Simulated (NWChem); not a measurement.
# GeSe, singlet; SMILES [Ge]=[Se]

```xyz
2

Ge     0.0000     0.0000    -1.1026
Se     0.0000     0.0000     1.0377
```
Atoms are numbered in this order, from 1.

Results from NWChem. Medium grid unless said otherwise, to which SCAN and Minnesota functionals are sensitive. Low-valent species are run as closed-shell singlets; no triplet was tried in these runs. All runs use the structure optimised with PBE0-D3(BJ)/def2-TZVP. B3LYP is NWChem's, with the RPA form of VWN correlation. Total energies of different functionals are on different scales.

```
level                                 energy (Ha)  highest occupied level (eV)  orbital gap (eV)  dipole (D)
------------------------------------  -----------  ---------------------------  ----------------  ----------
B3LYP/def2-SVP                         -4478.1228                        -7.27              4.74        1.59
PBE/def2-SVP                           -4477.3727                        -6.55              3.48        1.40
M06-2X/def2-SVP                        -4478.0711                        -8.52              6.98        2.00
MN15/def2-SVP                          -4478.6258                        -8.10              6.16        1.56
LDA (Slater exchange, VWN5)/def2-SVP   -4471.4921                        -6.70              3.45        1.36
BHandHLYP/def2-SVP                     -4478.0060                        -8.31              6.76        1.91
OLYP/def2-SVP                          -4479.3215                        -6.32              3.49        1.47
M05-2X/def2-SVP                        -4477.9236                        -8.75              7.15        2.00
MPW1K/def2-SVP                         -4478.3304                        -8.30              6.37        1.93
```
